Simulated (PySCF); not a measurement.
**Two-component Hartree-Fock for Xe⁴⁺ (xenon, charge +4)**

Start: [Kr] 4d10 5s2 5p2; 5p1/2 filled at m_j = -1/2, +1/2. Calculated with PySCF 2.14 in x2c-TZVPPall-2c: generalised Hartree-Fock with the X2C-1e Hamiltonian and a Gaussian nucleus; one run each with spin-orbit coupling (SO) switched off, then screened by Boettger's factors.

```csv
spinor shell,electrons,"ε, spin-free (eV)","ε, screened SO (eV)",weight of nominal j (screened SO),"rms radius, screened SO (bohr)"
1s1/2,2,-34775.4,-34771.0,1.000,0.0305
2s1/2,2,-5554.1,-5552.6,1.000,0.124
2p1/2,2,-4981.5,-5207.3,1.000,0.107
2p3/2,4,-4981.5,-4879.7,1.000,0.112
3s1/2,2,-1217.1,-1216.5,1.000,0.326
3p1/2,2,-1027.8,-1071.7,1.000,0.318
3p3/2,4,-1027.8,-1007.4,1.000,0.330
3d3/2,4,-747.51,-755.00,1.000,0.302
3d5/2,6,-747.51,-741.65,1.000,0.305
4s1/2,2,-275.98,-275.53,1.000,0.761
4p1/2,2,-213.23,-222.15,1.000,0.795
4d3/2,4,-118.98,-120.03,1.000,0.932
4d5/2,6,-118.98,-117.66,1.000,0.939
5s1/2,2,-66.838,-66.673,1.000,1.83
5p1/2,2,-53.746,-53.503,1.000,2.04
```

Q: Where does 4p3/2 lie, and what is the 4p spin-orbit splitting (screened SO)?

A: At -208.65 eV, 13.506 eV above 4p1/2.

```
   quantity    spin-free  screened SO
E (hartree)  -7438.52185  -7440.96497
        M_J            0            0
       ⟨J²⟩        2.005        0.000
       ⟨L²⟩        2.004        1.354
       ⟨S²⟩        2.002        1.354
```

Breit and QED terms are absent; they matter most for the inner s and p1/2 levels.

Densities and radii are taken from the X2C orbitals without a picture-change correction, which distorts them close to the nucleus.

Without spin-orbit coupling the j labels of p, d and f shells carry no meaning; the spin-free column gives the mean over the occupied spinors of each nl shell.
